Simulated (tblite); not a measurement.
Parent: `[CH2:1]=[C:2]1[CH2:3][O:4][CH2:5][CH2:6][SiH2:7]1` with C1–C2–C3–O4 129°, C2–C3–O4–C5 70°, C3–O4–C5–C6 -75°, O4–C5–C6–Si7 56°, C5H10OSi.

Structures optimised with GFN2-xTB, isolated species. One conformer each, not checked by frequencies here.

```json
{"coordinate of the parent": "C1=C2", "value": "1.325 Å"}
{"coordinate of the parent": "C2–C3", "value": "1.508 Å"}
{"coordinate of the parent": "C3–O4", "value": "1.411 Å"}
{"coordinate of the parent": "O4–C5", "value": "1.408 Å"}
{"coordinate of the parent": "C5–C6", "value": "1.530 Å"}
{"coordinate of the parent": "C6–Si7", "value": "1.903 Å"}
{"coordinate of the parent": "C2–Si7", "value": "1.886 Å"}
{"coordinate of the parent": "C1–C2–C3", "value": "121.2°"}
{"coordinate of the parent": "C1–C2–Si7", "value": "125.2°"}
{"coordinate of the parent": "C3–C2–Si7", "value": "113.6°"}
{"coordinate of the parent": "C2–C3–O4", "value": "113.9°"}
{"coordinate of the parent": "C3–O4–C5", "value": "114.9°"}
{"coordinate of the parent": "O4–C5–C6", "value": "113.7°"}
{"coordinate of the parent": "C5–C6–Si7", "value": "109.7°"}
{"coordinate of the parent": "C2–Si7–C6", "value": "102.3°"}
```

**Question.** How does the shared frame change in `[CH2:1]=[C:2]1[CH2:3][O:4][C@H:5]([CH2:6][SiH3:7])[CH2:8][SiH2:9]1` with O4–C5–C6–Si7 32°, C1–C2–C3–O4 -131°, C2–C3–O4–C5 -70°, C3–O4–C5–C6 -160°, O4–C5–C8–Si9 -56°, C6H14OSi2? Atoms pair as C1 = C1, C2 = C2, C3 = C3, O4 = O4, C5 = C5, C6 = C8, Si7 = Si9 (parent first).

**Answer.** 
| parent | relative | value in the relative | change |
| --- | --- | --- | --- |
| C1=C2 | C1=C2 | 1.325 Å | 0.000 |
| C2–C3 | C2–C3 | 1.507 Å | -0.001 |
| C3–O4 | C3–O4 | 1.407 Å | -0.004 |
| O4–C5 | O4–C5 | 1.420 Å | +0.012 |
| C5–C6 | C5–C8 | 1.529 Å | -0.001 |
| C6–Si7 | C8–Si9 | 1.902 Å | -0.001 |
| C2–Si7 | C2–Si9 | 1.888 Å | +0.002 |
| C1–C2–C3 | C1–C2–C3 | 121.2° | 0.0 |
| C1–C2–Si7 | C1–C2–Si9 | 125.1° | -0.1 |
| C3–C2–Si7 | C3–C2–Si9 | 113.7° | +0.1 |
| C2–C3–O4 | C2–C3–O4 | 113.4° | -0.5 |
| C3–O4–C5 | C3–O4–C5 | 116.0° | +1.1 |
| O4–C5–C6 | O4–C5–C8 | 111.9° | -1.8 |
| C5–C6–Si7 | C5–C8–Si9 | 109.9° | +0.2 |
| C2–Si7–C6 | C2–Si9–C8 | 102.9° | +0.6 |

Of the parent's bonds, O4–C5 changes most (+0.012 Å). Bonds of the relative outside the shared frame: C5–C6 1.521, C6–Si7 1.904 Å. Point group C1 → C1.

**Question.** How does the shared frame change in `[CH2:1]=[N:2][C@@H:3]1[CH2:4][SiH2:5][C:6](=[CH2:7])[CH2:8][O:9]1` with C1–N2–C3–C4 116°, N2–C3–C4–Si5 179°, C3–C4–Si5–C6 34°, C4–Si5–C6–C7 150°, Si5–C6–C8–O9 46°, C6H11NOSi? Atoms pair as C1 = C7, C2 = C6, C3 = C8, O4 = O9, C5 = C3, C6 = C4, Si7 = Si5 (parent first).

**Answer.** 
| parent | relative | value in the relative | change |
| --- | --- | --- | --- |
| C1=C2 | C7=C6 | 1.325 Å | 0.000 |
| C2–C3 | C6–C8 | 1.508 Å | 0.000 |
| C3–O4 | C8–O9 | 1.407 Å | -0.004 |
| O4–C5 | O9–C3 | 1.416 Å | +0.008 |
| C5–C6 | C3–C4 | 1.535 Å | +0.005 |
| C6–Si7 | C4–Si5 | 1.901 Å | -0.002 |
| C2–Si7 | C6–Si5 | 1.888 Å | +0.002 |
| C1–C2–C3 | C7–C6–C8 | 121.1° | -0.1 |
| C1–C2–Si7 | C7–C6–Si5 | 124.9° | -0.3 |
| C3–C2–Si7 | C8–C6–Si5 | 114.1° | +0.5 |
| C2–C3–O4 | C6–C8–O9 | 113.8° | -0.1 |
| C3–O4–C5 | C8–O9–C3 | 114.9° | 0.0 |
| O4–C5–C6 | O9–C3–C4 | 111.9° | -1.8 |
| C5–C6–Si7 | C3–C4–Si5 | 109.4° | -0.3 |
| C2–Si7–C6 | C6–Si5–C4 | 103.5° | +1.2 |

Of the parent's bonds, O4–C5 changes most (+0.008 Å). Bonds of the relative outside the shared frame: C1=N2 1.253, N2–C3 1.425 Å. Point group C1 → C1.

These are computed values.
